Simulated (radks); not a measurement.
Task: The scandium ion Sc5+ is in [Ne] 3s2 3p4. All-electron calculation, scalar-relativistic Kohn-Sham, PBEsol, spin-polarised, spherical densities, finite nucleus; Fermi nuclear charge, rms radius of each element as measured or else 0.836 A^(1/3) + 0.57 fm. Program: a radial shooting solver on a logarithmic mesh with Libxc functionals. Open shells are filled with parallel spins first. One electron is removed from 2p, 2s, 3s, 3p in turn, with full relaxation. Which removal costs least, and what does each cost?

Result: 3p 110.59 eV; 3s 133.40 eV; 2p 497.64 eV; 2s 579.91 eV. The 3p electron leaves first.
